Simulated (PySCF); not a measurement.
BH₃O₂Se, SMILES [SeH]B(O)O.

Geometry: PBE-D3(BJ)/def2-SVP. The values are those of a single conformer.

These are ωB97X/def2-TZVP run with PySCF values and carry that method's errors.

Symmetry labels are those of the subgroup Cs that the program uses (full group Cs).

Computed valence orbital energies around the gap with their symmetry:
| orbital | symmetry | energy (eV) |
|---|---|---|
| HOMO−7 | A' | -18.05 |
| HOMO−6 | A' | -15.27 |
| HOMO−5 | A" | -14.21 |
| HOMO−4 | A' | -13.70 |
| HOMO−3 | A' | -12.82 |
| HOMO−2 | A" | -12.22 |
| HOMO−1 | A' | -11.35 |
| HOMO | A" | -9.39 |
| LUMO | A' | 1.94 |
| LUMO+1 | A' | 2.84 |
| LUMO+2 | A" | 3.27 |
| LUMO+3 | A' | 3.93 |
